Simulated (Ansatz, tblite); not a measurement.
Forces on NbS2⁺ at its r2SCAN-D4/def2-TZVP geometry. Charge 1, multiplicity 1.

In the def2 sets Nb takes a core potential; there is no spin–orbit coupling. The xTB rows come from tblite. At PBE0-D4/def2-TZVP the restricted singlet is unstable: a solution with broken spin symmetry lies lower. The geometry of the singlet was relaxed on an unsound state (restricted singlet, unstable towards broken spin symmetry). At PBE0-D4/def2-TZVP a triplet of charge 1 lies 1.19 eV below the restricted singlet, each at its own geometry. The structure comes from a short search, and lower isomers may exist.

GFN1-xTB (tblite), largest force 1.25 eV/Å:

```xyz
3
positions Å, forces eV/Å
Nb   -1.312   -0.017   -0.161   -1.244   -0.016   -0.153
S     0.530    0.145    1.094    0.641   -0.013   -0.079
S     0.782   -0.129   -0.933    0.602    0.029    0.232
```

GFN2-xTB (tblite), largest force 4.53 eV/Å:

```
Nb -4.499 -0.058 -0.552
S 2.147 0.141 1.104
S 2.353 -0.083 -0.552
```

PBE0-D4/def2-TZVP (Ansatz), largest force 0.12 eV/Å:

```
Nb 0.010 0.000 0.001
S -0.020 0.016 0.121
S 0.010 -0.017 -0.122
```
